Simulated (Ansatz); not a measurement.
Reactions of `[SeH][SiH2][TeH]`.

Computed with Ansatz on PBE0-D4/def2-TZVP structures; ΔE is electronic, products minus reactants. CCSD(T)/CBS is the MP2 limit (def2-TZVPP, def2-QZVPP) plus CCSD(T) − MP2 in def2-TZVPP, frozen cores. This one scheme is used for every species, atoms too. No spin–orbit coupling; open shells (•) take unrestricted orbitals. Spin–orbit coupling would lower the free atoms: a little for Si; clearly for Se; strongly for Te. Elements past krypton have def2 core potentials. For Br, Se, Te outer-core shells are correlated without core-valence functions, so the limit isn't a true one: a few kJ/mol of doubt a bond, and 10 to 20 or more in all where bonds break to atoms. Scalar relativity is left out up to krypton. One conformer a species, not always the lowest.

(1) Order these by ΔE at CCSD(T)/CBS, lowest first. (Best estimate.)
A. `[SeH][SiH2][TeH]` + H–F → `F[SiH2][TeH]` + H₂Se
B. `[SeH][SiH2][TeH]` + H₂S → `S[SiH2][TeH]` + H₂Se
C. `[SeH][SiH2][TeH]` → 4 H• + Se• + Si• + Te•
D. `[SeH][SiH2][TeH]` + NH₃ → `N[SiH2][TeH]` + H₂Se
E. `[SeH][SiH2][TeH]` + H₂ → H₂Se + `[SiH3][TeH]`
F. `[SeH][SiH2][TeH]` + HBr → `[SeH][SiH2]Br` + H₂Te
G. `[SeH][SiH2][TeH]` + `P[SeH]` → `P[Se][SiH2][SeH]` + H₂Te

Largest T1 diagnostic: 0.012, for Si•.

Answers

(1) A (-14.9 kcal/mol), F (-7.5 kcal/mol), G (-1.3 kcal/mol), B (+1.5 kcal/mol), D (+3.5 kcal/mol), E (+11.1 kcal/mol), C (+438.9 kcal/mol).
